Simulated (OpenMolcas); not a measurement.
Tm2+: moving or changing the point charges

Tm2+ among 8 point charges of -1.5 e arranged as a cube (Oh), 2.75 Å from the ion.

* Program: OpenMolcas
* Method: SS-CASPT2, IPEA 0.25 Eh, imaginary shift 0.1 Eh (closed shells correlated: 5s 5p)
* Basis: ANO-RCC-VDZP [7s6p4d2f1g]
* Scalar Hamiltonian: DKH2, point nucleus
* Active space: 13 electrons in 7 orbitals (4f)
* State averaging: 2S+1 = 2 odd, 7 roots
* Spin-orbit coupling: RASSI with atomic mean-field integrals over the reference wave functions

Runs around this geometry, states (labels of O, the rotations of Oh). Energies in cm-1 above the lowest state or level, χT in cm3 K/mol; under a threefold ground state the first gap can be a small split of the lowest multiplet, not the spin-orbit step.

```json
{"R (Å)": "2.75", "Ground state": "2A2", "First state of that spin": "2T2 180", "First gap with spin-orbit (degeneracies)": "140 (2, 4)", "Width of lowest J": "201", "χT at 300 K": "2.539"}
{"R (Å)": "3.05", "Ground state": "2A2", "First state of that spin": "2T2 40", "First gap with spin-orbit (degeneracies)": "57 (2, 4)", "Width of lowest J": "114", "χT at 300 K": "2.566"}
{"R (Å)": "3.3", "Ground state": "2T2", "First state of that spin": "2A2 7", "First gap with spin-orbit (degeneracies)": "25 (2, 4)", "Width of lowest J": "75", "χT at 300 K": "2.572"}
```

Taking the width of the lowest J multiplet as R^-n, n = -ln(75 / 201) / ln(3.3 / 2.75) = 5.4 between the shortest and longest distance.

The ground state changes within this set.

Roots that are degenerate in the reference are averaged as groups; the widest CASPT2 spread within a group is 34 cm-1 (the 3-fold group of multiplicity 2 near 75.4 cm-1 above the lowest state of its run, R = 3.3). Shifts and gaps below about the spread of the groups concerned are not significant. This is an electrostatic model: the charges have no orbitals. No measured value stands beside these numbers.
